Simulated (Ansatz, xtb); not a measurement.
## CAlKO+: which of two structures lies lower

Structure a is a doublet given by its coordinates and structure b is a doublet given by its coordinates. Both are gas-phase species (loosely bound parts included), relaxed with PBE0-D3(BJ)/def2-SVP.

a (Å):

```yaml
atoms:
  - { symbol: C, position_ang: [-1.0674, -0.7390, 1.8016] }
  - { symbol: Al, position_ang: [-0.7794, -0.8747, -0.2633] }
  - { symbol: K, position_ang: [-1.1654, 1.7748, -3.1433] }
  - { symbol: O, position_ang: [-1.1766, -0.8393, 2.9327] }
```

Close contacts (Å): C1–Al2 2.09, C1–O4 1.14, Al2–K3 3.93.

b (Å):

```yaml
atoms:
  - { symbol: C, position_ang: [0.2098, -2.6941, 0.4396] }
  - { symbol: Al, position_ang: [1.4190, -4.2599, 1.7071] }
  - { symbol: K, position_ang: [-1.4027, -2.5352, -1.9124] }
  - { symbol: O, position_ang: [0.7426, -2.2165, 1.3984] }
```

Close contacts (Å): C1–Al2 2.35, C1–K3 2.86, C1–O4 1.20, Al2–O4 2.17.

Question: Estimate which is lower in electronic energy at CCSD(T)/def2-SVP + ΔMP2/def2-TZVPP, and by roughly how much.

Answer: The CCSD(T)/def2-SVP + ΔMP2/def2-TZVPP calculation puts structure a lower, by 2.6 kcal/mol.

How the difference moves with the method:

```
                             level              geometry  E(b) − E(a) (kcal/mol)  departure from the last row (kcal/mol)  job, with rough time for the two
              PBE0-D3(BJ)/def2-SVP  PBE0-D3(BJ)/def2-SVP                      +4.6                                    +2.1             optimisation, 2.5 min
                       HF/def2-SVP  PBE0-D3(BJ)/def2-SVP                      +3.2                                    +0.7           part of the CCSD(T) run
                      MP2/def2-SVP  PBE0-D3(BJ)/def2-SVP                      +8.1                                    +5.6           part of the CCSD(T) run
                  CCSD(T)/def2-SVP  PBE0-D3(BJ)/def2-SVP                      +5.0                                    +2.5                      single point
CCSD(T)/def2-SVP + ΔMP2/def2-TZVPP  PBE0-D3(BJ)/def2-SVP                      +2.6                                                        single point, 57 s
```

The levels shown agree on the order. The largest departure from CCSD(T)/def2-SVP + ΔMP2/def2-TZVPP is that of MP2/def2-SVP, 5.6 kcal/mol. Levels run at GFN2-xTB geometries aren't shown. The last row adds to CCSD(T) the change of the MP2 difference between the two basis sets, here −2.5 kcal/mol.

With harmonic frequencies from PBE0-D3(BJ)/def2-SVP (ideal gas, rigid rotor, one conformer each, 298.15 K, 1 atm): on the last row, ΔE + ΔZPE = +2.2 kcal/mol. A mode under 50 cm⁻¹ makes harmonic enthalpies and free energies unreliable, so none is given.

Open shells are spin-unrestricted. The correlated steps freeze 12 core orbitals; the last core shell of K is correlated, in a basis made for valence electrons. Programs: Ansatz 0.2.0; the last row on 1 thread of Arm Neoverse V1 on a shared host.
